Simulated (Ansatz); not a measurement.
`OB(Br)O[SiH3]`, charge 0, multiplicity 1.

(1) Give a relaxed structure at PBE0-D4/def2-TZVP (the Gaussian-basis code of Ansatz). (Best estimate.)

Answers

(1) Computed: 
Cartesian coordinates in Å:
```
O -1.950 -0.337 1.401
B -0.714 -0.134 0.906
Br 0.798 0.060 2.139
O -0.516 -0.066 -0.416
Si 0.815 0.163 -1.379
H -1.978 -0.369 2.359
H 1.794 -0.927 -1.155
H 0.318 0.131 -2.773
H 1.433 1.477 -1.082
```
Point group Cs.
This is one stationary point; other conformers may exist.
